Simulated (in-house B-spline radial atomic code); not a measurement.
A calculation on Lu II (Lu+) (an excited or competing configuration): its settings, and results tabulated from the run. Method: Dirac-Hartree-Fock, average of configuration, Fermi nucleus of rms radius 5.37 fm. Calculated with a radial B-spline atomic code at the basis-set limit.

Command:
```bash
python run_scf.py task.json out
```
Settings (nuclear radius in fm, mass in u):
```
Z                71
configuration    [Xe] 4f13 6s2 6g1
hamiltonian      dirac
method           hf
spin_polarised   False
nucleus          fermi
rms_radius       5.37
atomic_mass      174.94078
speed_of_light   137.035999084
```

Output (hartree, bohr):
```
 radial grid: 90 intervals, B-splines of order 8, outer radius 102 bohr

 iter        energy (Eh)    residual
    1      -14570.900275    6.11e-01
    2      -14571.462873    2.80e-02
    3      -14571.486280    1.61e-02
    4      -14571.489075    5.55e-03
    5      -14571.490102    1.25e-03
    6      -14571.490166    4.44e-04
    7      -14571.490174    3.52e-04
    8      -14571.490178    4.78e-05
    9      -14571.490178    2.71e-06
   10      -14571.490178    5.16e-07

 total energy                    -14571.49018
 kinetic                           16235.0410
 electron-nucleus                 -36175.6131
 electron-electron                  5369.0819

 first-order corrections (not in the total)
   Gaunt                            16.6316
   retardation                      -1.7588
   frequency dependence             -0.2697
   self-energy                      11.9609
   Uehling                          -2.1447
   Wichmann-Kroll                    0.0800
   recoil                            0.0286

 orbital      occ     eigenvalue          <r>       <r^2>       <1/r>       r_max    small
 1s1/2      2.000     -2342.2848    0.0193191  0.00051209     82.1804     0.01213  7.11e-02
 2s1/2      2.000      -404.3698     0.081184  0.00785222     19.8979     0.06944  1.60e-02
 2p1/2      2.000      -385.1050    0.0674879  0.00565559     19.8239     0.05199  1.60e-02
 2p3/2      4.000      -343.9478    0.0750593   0.0068598     16.9485     0.05848  1.46e-02
 3s1/2      2.000       -94.5983     0.211603   0.0513322     7.31187      0.1956  5.25e-03
 3p1/2      2.000       -86.1034     0.201806   0.0474439     7.21348      0.1838  5.17e-03
 3p3/2      4.000       -77.1783     0.215806   0.0540579     6.47875      0.1971  4.77e-03
 3d3/2      4.000       -62.9605     0.189875   0.0423761     6.34938      0.1553  4.63e-03
 3d5/2      6.000       -61.0330     0.194215   0.0442048     6.17244       0.159  4.52e-03
 4s1/2      2.000       -20.7587     0.477825    0.257782     3.03865      0.4465  1.67e-03
 4p1/2      2.000       -17.2497     0.485743    0.268598     2.92528      0.4482  1.58e-03
 4p3/2      4.000       -15.1940      0.51632    0.303286     2.68387      0.4757  1.45e-03
 4d3/2      4.000        -9.4097     0.540482    0.338992     2.45812      0.4765  1.25e-03
 4d5/2      6.000        -9.0257     0.551681    0.353014     2.39626      0.4857  1.21e-03
 5s1/2      2.000        -3.5921      1.16107     1.51249     1.14406       1.043  3.42e-04
 5p1/2      2.000        -2.4648      1.28224     1.85914     1.02542       1.125  2.82e-04
 5p3/2      4.000        -2.1716      1.37695     2.14399    0.941819       1.204  2.45e-04
 4f5/2      5.571        -1.8850     0.664965    0.557103     1.91361      0.4663  8.19e-04
 4f7/2      7.429        -1.8205     0.675466    0.575811     1.88609      0.4718  8.01e-04
 6s1/2      2.000        -0.7366      3.00823     10.0904    0.417371       2.697  5.39e-05
 6g7/2      0.444        -0.0556      21.9496     542.363   0.0557862       23.34  1.49e-06
 6g9/2      0.556        -0.0556      21.9496     542.362   0.0557865       23.34  1.49e-06
```

Time taken, with all properties: 4.7 s on 1 thread of Arm Neoverse V1, on a shared host.

For the Dirac Hamiltonian the kinetic term is c α·p + (β - 1)c².
